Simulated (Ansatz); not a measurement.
NiO3, SMILES [O]=[Ni]1[O][O]1, multiplicity 1. Atoms are numbered in the order given.

```xyz
4

Ni     0.1036     0.2963     0.0000
O     -0.2133     1.8738     0.0000
O      0.6090    -1.3454     0.0000
O     -0.7135    -1.4302     0.0000
```
Charge 0, spin multiplicity 1.

Geometry optimised at B3LYP-D3(BJ)/def2-SVP. The spin state was assumed, not searched.

Two levels are set side by side: PBE-D3(BJ)/def2-SVP (Ansatz, a quantum-chemistry and plane-wave program) and B3LYP-D3(BJ)/def2-SVP (Ansatz). Each level has its own optimised geometry; the coordinates shown are those of the second. Differences are taken from unrounded values.

| quantity | B3LYP-D3(BJ) |
|---|---|
| mean bond length (Å) | 1.641 |
| bond Ni1–O2 (Å) | 1.609 |
| bond Ni1–O3 (Å) | 1.718 |
| bond Ni1–O4 (Å) | 1.910 |
| bond O3–O4 (Å) | 1.325 |

What does PBE-D3(BJ) give, and how far is it from B3LYP-D3(BJ)? (An estimate is asked for; the answer gives what the named calculation found.)


```json
[
 {"quantity": "mean bond length (Å)", "PBE-D3(BJ)": "1.670", "PBE-D3(BJ) minus B3LYP-D3(BJ)": "0.030"},
 {"quantity": "bond Ni1–O2 (Å)", "PBE-D3(BJ)": "1.620", "PBE-D3(BJ) minus B3LYP-D3(BJ)": "0.011"},
 {"quantity": "bond Ni1–O3 (Å)", "PBE-D3(BJ)": "1.733", "PBE-D3(BJ) minus B3LYP-D3(BJ)": "0.015"},
 {"quantity": "bond Ni1–O4 (Å)", "PBE-D3(BJ)": "2.014", "PBE-D3(BJ) minus B3LYP-D3(BJ)": "0.104"},
 {"quantity": "bond O3–O4 (Å)", "PBE-D3(BJ)": "1.314", "PBE-D3(BJ) minus B3LYP-D3(BJ)": "-0.011"}
]
```

Exact exchange shortens and stiffens bonds; PBE has none. Differences between two approximate levels are no errors against the true value.
